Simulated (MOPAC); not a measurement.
MOPAC input (MNDO):

```
MNDO PRECISE GNORM=0.05 LET XYZ CHARGE=-1 GEO-OK AUX(PRECISION=9) THREADS=1
C2H9P2Si

C    -0.75161000 1    1.77113100 1   -1.08274700 1
Si   -0.38886200 1    0.26377900 1   -0.26371100 1
C    -1.91463300 1   -0.84224800 1   -0.00461900 1
P     1.16096000 1   -1.42223600 1   -0.94005600 1
P     0.43002000 1    0.75639000 1    1.83415600 1
H    -1.46878000 1    1.76354900 1   -1.90276500 1
H     0.00940100 1    2.54194100 1   -1.17690900 1
H    -2.32999400 1   -1.13166200 1   -0.97478600 1
H    -2.68356800 1   -0.29510700 1    0.54461000 1
H    -1.66974200 1   -1.75605900 1    0.54172200 1
H     0.73039300 1   -1.47127400 1   -2.29740900 1
H     2.21105700 1   -0.50942000 1   -1.22749300 1
H     1.48329100 1   -0.20080800 1    1.93097300 1
H     1.29475800 1    1.78033300 1    1.36669700 1
```

From the output:

```
                                                       MOPAC v23.2.5 Linux

          FINAL HEAT OF FORMATION =        -28.83540 KCAL/MOL =    -120.64733 KJ/MOL

          COSMO AREA              =        151.25 SQUARE ANGSTROMS
          COSMO VOLUME            =        150.72 CUBIC ANGSTROMS

          GRADIENT NORM           =          0.03248          =       0.00868 PER ATOM
          IONIZATION POTENTIAL    =          2.602110 EV
          HOMO LUMO ENERGIES (EV) =         -2.602  5.249
          NO. OF FILLED LEVELS    =         16
          MOLECULAR WEIGHT        =        123.1261         POINT GROUP:  C1

          MOLECULAR DIMENSIONS (Angstroms)

            Atom       Atom       Distance
            H    12    H     9     5.20080
            H    13    H     6     4.95983
            H    14    H    11     4.28572

          SCF CALCULATIONS        =         62

   ATOM   CHEMICAL          X               Y               Z
  NUMBER   SYMBOL      (ANGSTROMS)     (ANGSTROMS)     (ANGSTROMS)

     1       C         -0.63503055  *   1.55881416  *  -1.21027425  *
     2      Si         -0.44826683  *   0.25596836  *  -0.24162976  *
     3       C         -1.89362336  *  -0.78941861  *   0.05979005  *
     4       P          1.13764992  *  -1.11964063  *  -0.89963991  *
     5       P          0.44013815  *   0.64147701  *   1.70022543  *
     6       H         -1.56616657  *   1.84870422  *  -1.68845932  *
     7       H          0.15804486  *   2.26052463  *  -1.45243636  *
     8       H         -2.32990790  *  -1.17608401  *  -0.88257257  *
     9       H         -2.69845672  *  -0.23484573  *   0.58082899  *
    10       H         -1.65219947  *  -1.66959241  *   0.68561653  *
    11       H          0.79832858  *  -1.47766575  *  -2.13691195  *
    12       H          2.19050657  *  -0.35800449  *  -1.18867724  *
    13       H          1.16260821  *  -0.42914062  *   2.02657399  *
    14       H          1.42580427  *   1.50896385  *   1.48040784  *

                             CARTESIAN COORDINATES

   1    C       -0.635030552     1.558814158    -1.210274250
   2   Si       -0.448266833     0.255968357    -0.241629761
   3    C       -1.893623364    -0.789418608     0.059790053
   4    P        1.137649917    -1.119640627    -0.899639911
   5    P        0.440138151     0.641477007     1.700225432
   6    H       -1.566166569     1.848704215    -1.688459320
   7    H        0.158044857     2.260524627    -1.452436360
   8    H       -2.329907899    -1.176084008    -0.882572567
   9    H       -2.698456717    -0.234845729     0.580828992
  10    H       -1.652199474    -1.669592414     0.685616531
  11    H        0.798328575    -1.477665749    -2.136911953
  12    H        2.190506569    -0.358004490    -1.188677245
  13    H        1.162608213    -0.429140620     2.026573993
  14    H        1.425804270     1.508963850     1.480407836

           Empirical Formula: C2 H9 Si P2  =    14 atoms

      MOLECULAR POINT GROUP   :   C1

                  EIGENVALUES
 -28.34460 -23.23883 -16.76816 -15.72796 -10.74892 -10.20816 -10.10759  -9.86900
  -9.77554  -8.63914  -7.76914  -7.45648  -7.12150  -5.57307  -5.14094  -2.60211
   5.24892   5.59918   6.36382   6.50643   6.60177   6.72169   7.24848   8.00342
   8.03969   9.20183   9.72242  10.22544  11.46807

              NET ATOMIC CHARGES AND DIPOLE CONTRIBUTIONS

  ATOM NO.   TYPE          CHARGE      No. of ELECS.   s-Pop       p-Pop
    1          C          -0.871896        4.8719     1.27295     3.59895
    2         Si           1.402253        2.5977     0.93715     1.66060
    3          C          -0.275889        4.2759     1.26028     3.01561
    4          P          -0.620561        5.6206     1.74679     3.87377
    5          P          -0.574457        5.5745     1.73662     3.83783
    6          H          -0.005267        1.0053     1.00527
    7          H          -0.004026        1.0040     1.00403
    8          H          -0.025875        1.0259     1.02588
    9          H          -0.016375        1.0164     1.01637
   10          H          -0.008795        1.0088     1.00879
   11          H          -0.008322        1.0083     1.00832
   12          H          -0.003027        1.0030     1.00303
   13          H           0.014168        0.9858     0.98583
   14          H          -0.001931        1.0019     1.00193
 DIPOLE           X         Y         Z       TOTAL
 POINT-CHG.    -1.714    -1.951     1.747     3.130
 HYBRID         1.852     0.580    -2.393     3.081
 SUM            0.139    -1.371    -0.646     1.522

          ATOMIC ORBITAL ELECTRON POPULATIONS

     Atom    s        px        py        pz
    1  C   1.27295   0.95928   1.22891   1.41075
    2 Si   0.93715   0.48698   0.60430   0.56932
    3  C   1.26028   1.08693   1.00962   0.91906
    4  P   1.74679   1.24096   1.48479   1.14802
    5  P   1.73662   1.19382   1.04833   1.59569
    6  H   1.00527
    7  H   1.00403
    8  H   1.02588
    9  H   1.01637
   10  H   1.00879
   11  H   1.00832
   12  H   1.00303
   13  H   0.98583
   14  H   1.00193

 **********************
 *                    *
 * JOB ENDED NORMALLY *
 *                    *
 **********************

 == MOPAC DONE ==
```

The dipole moment of an ion depends on the origin.

The geometry given is a B3LYP-D3(BJ)/def2-TZVP minimum.
